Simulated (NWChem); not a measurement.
Species: GeHOF, singlet; SMILES [OH][Ge][F]

```xyz
4

Ge     0.4208    -0.0012     0.0000
F     -0.6952    -1.3487     0.0000
O     -0.8400     1.2532     0.0000
H     -0.4906     2.1527     0.0000
```
Atoms are numbered in this order, from 1.

Program: NWChem. Low-valent species are run as closed-shell singlets; no triplet was tried in these runs. The geometry was optimised at PBE0/def2-SVP. Ions are spin-unrestricted doublets at the neutral geometry; other ion states weren't tried.

For level B3LYP/def2-SVP:

- vertical ionisation energy, ΔSCF (eV) = 10.50
- −ε(HOMO) (eV) = 7.65

Q: What are these values for level PBE/def2-SVP?

A: 
- vertical ionisation energy, ΔSCF (eV): 10.22
- −ε(HOMO) (eV): 6.54
